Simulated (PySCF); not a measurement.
Selenium: a sound run and one with changed settings

Sound run: Se⁺ [Ar] 3d10 4s2 4p3, Se²⁺ [Ar] 3d10 4s2 4p2. Computed with PySCF 2.14 in aug-cc-pVDZ-DK (6s5p3d, 36 functions), with the spin-free X2C one-electron Hamiltonian (Gaussian nucleus). In the sound run the correlated levels freeze [Ar] 3d10. The sound run starts from symmetry-adapted Hartree-Fock orbitals and uses a fine grid where one is needed.

Changed run: the non-relativistic Hamiltonian (point nucleus). This setting is unsound on purpose.

```json
{"species": "Se⁺", "method": "UHF", "sound run (hartree)": "-2427.64781", "changed run (hartree)": "-2382.71360", "converged": "yes"}
{"species": "Se⁺", "method": "BP86", "sound run (hartree)": "-2429.67170", "changed run (hartree)": "-2384.74219", "converged": "yes"}
{"species": "Se⁺", "method": "MN15", "sound run (hartree)": "-2430.93375", "changed run (hartree)": "-2386.01623", "converged": "yes"}
{"species": "Se⁺", "method": "MP2", "sound run (hartree)": "-2427.70519", "changed run (hartree)": "-2382.77200", "converged": "yes"}
{"species": "Se⁺", "method": "CCSD(T)", "sound run (hartree)": "-2427.72077", "changed run (hartree)": "-2382.78834", "converged": "yes"}
{"species": "Se²⁺", "method": "UHF", "sound run (hartree)": "-2426.88192", "changed run (hartree)": "-2381.94900", "converged": "yes"}
{"species": "Se²⁺", "method": "BP86", "sound run (hartree)": "-2428.88529", "changed run (hartree)": "-2383.95672", "converged": "yes"}
{"species": "Se²⁺", "method": "MN15", "sound run (hartree)": "-2430.14607", "changed run (hartree)": "-2385.22893", "converged": "yes"}
{"species": "Se²⁺", "method": "MP2", "sound run (hartree)": "-2426.92590", "changed run (hartree)": "-2381.99385", "converged": "yes"}
{"species": "Se²⁺", "method": "CCSD(T)", "sound run (hartree)": "-2426.94297", "changed run (hartree)": "-2382.01202", "converged": "yes"}
```

Ionisation energy of Se⁺:

```
 method  sound run (eV)  changed run (eV)
    UHF          20.841            20.806
   BP86          21.399            21.374
   MN15          21.434            21.424
    MP2          21.206            21.175
SCS-MP2          21.078            21.047
   CCSD          21.159            21.118
CCSD(T)          21.165            21.125
```

Most of the change in total energy is the relativistic energy itself. On top of that the contraction fixes the core shape for the Hamiltonian it was made with, so the changed run is not a good calculation with the other Hamiltonian either.

For comparison, NIST gives 21.196 ± 0.01 eV between the lowest levels.
